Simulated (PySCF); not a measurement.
Bonds: Si1-C2, Si1-C7, Si1-C12, Si1-C23, C2-C3, C7-C8, C12-C13, C12-C17, C13-C14, C14-C15, C15-C16, C16-C17, C23-C24, C23-C28, C24-C25, C25-C26, C26-C27, C27-C28. C2 carries H4; C3 carries H5, H6; C7 carries H9; C8 carries H10, H11; C13 carries H18; C14 carries H19; C15 carries H20; C16 carries H21; C17 carries H22; C24 carries H29; C25 carries H30; C26 carries H31; C27 carries H32; C28 carries H33.

[PySCF 2.14.0 with density-fitted response routines: structure optimised with PBE0-D3(BJ)/def2-SVP; GIAO PBE0/pcSseg-1 shieldings; gas phase; averaged over atoms made equivalent by symmetry, fast rotation or ring inversion; one computed conformer; non-relativistic Hamiltonian]

Scale: ¹³C (σ = 184.41 ppm) vs TMS (reference shieldings calculated alike).

Q: Do the ¹³C shifts follow the atomic charges (in e)? Tabulate both.

A: 
```tsv
atoms	hybridisation	δ (ppm)	σ para (ppm)	Hirshfeld	IAO	Mulliken	ESP-fitted
C3/C8	–	146.1	-217	-0.08	-0.27	-0.17	-0.37
C2/C7	–	144.9	-226	-0.14	-0.43	-0.53	-0.19
C13/C17/C24/C28	–	142.9	-213	-0.04	-0.14	-0.08	-0.26
C12/C23	–	138.0	-220	-0.09	-0.28	-0.46	+0.23
C15/C26	–	135.5	-207	-0.05	-0.14	-0.09	-0.17
C14/C16/C25/C27	–	133.4	-204	-0.05	-0.15	-0.07	-0.13
```

Correlation coefficients of δ with charge over these carbons: Hirshfeld -0.54, IAO -0.58, Mulliken -0.34, ESP-fitted -0.51; with the paramagnetic shielding -0.74. With so few points these coefficients are fragile. Charge is one influence among several: hybridisation and low-lying excitations act through the paramagnetic term.

Shifts are as computed. Against solution values, carbons near 30 ppm lie about +2 ppm off and those near 130 ppm about +5 ppm. Of 1313 compounds with measured shifts, 239 miss one by over three times the rms of a fit or turn the order of signals round; such compounds aren't used in these exercises.
